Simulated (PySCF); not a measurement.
**Br (bromine, neutral) across methods**

[Ar] 3d10 4s2 4p5, 2P determinant. Calculation: PySCF 2.14, in def2-TZVPPD; the non-relativistic Hamiltonian (point nucleus).

```
 method  E (hartree)  mean ε 4s β (eV)  mean ε 4p α (eV)  mean ε 4p β (eV)  Σ⟨r²⟩ (bohr²)   ⟨S²⟩
    LDA    -2570.550           -19.167            -8.366            -7.597          40.54  0.751
 r2SCAN    -2574.093           -19.361            -8.668            -7.790          40.22  0.754
    UHF  -2572.39847           -25.599           -12.997           -11.811          40.54  0.759
LC-wPBE    -2573.758           -24.172           -12.485           -11.639          40.13  0.754
wB97M-V    -2573.968           -23.528           -11.882           -11.061          40.63  0.752
    PBE    -2573.721           -18.890            -8.262            -7.468          40.57  0.752
r2SCAN0    -2574.094           -21.145            -9.932            -9.004          40.18  0.755
  B97-3    -2573.889           -20.898            -9.668            -8.819          40.31  0.753
```

(1) Estimate the same row for PBE0.

Answers

(1) E (hartree) = -2573.812; mean ε 4s β (eV) = -20.839; mean ε 4p α (eV) = -9.660; mean ε 4p β (eV) = -8.787; Σ⟨r²⟩ (bohr²) = 40.33; ⟨S²⟩ = 0.753.
